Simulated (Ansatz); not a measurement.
The same bond dissociation along the group C, Si, Ge, Sn.

Gas-phase electronic energies from Ansatz, PBE0-D4/def2-TZVP geometries. CCSD(T)/CBS is the MP2 limit (def2-TZVPP, def2-QZVPP) plus CCSD(T) − MP2 in def2-TZVPP, frozen cores. This one scheme is used for every species. DFT in def2-TZVPP. No spin–orbit coupling; open shells (•) take unrestricted orbitals. def2 core potentials past Kr. For Ge, Sn outer-core shells are correlated without core-valence functions, which leaves a few kJ/mol of doubt a bond. Scalar relativity is left out up to krypton. One conformer a species, not always the lowest.

```
                                  reaction  CCSD(T)/CBS(def2) (kcal/mol)
               `OCO` → `[OH]`• + `[CH2]O`•                         104.9
         `O[SiH2]O` → `[OH]`• + `O[SiH2]`•                         137.1
`[OH][GeH2][OH]` → `[OH]`• + `[OH][GeH2]`•                             ?
`[OH][SnH2][OH]` → `[OH]`• + `[OH][SnH2]`•                         100.2
```

Q: Fill in the missing values. (An estimate is asked.)

A: Ansatz gave: `[OH][GeH2][OH]` → `[OH]`• + `[OH][GeH2]`•: +112.0 kcal/mol.

Largest T1 diagnostic: 0.017, for `[OH][SnH2]`•.
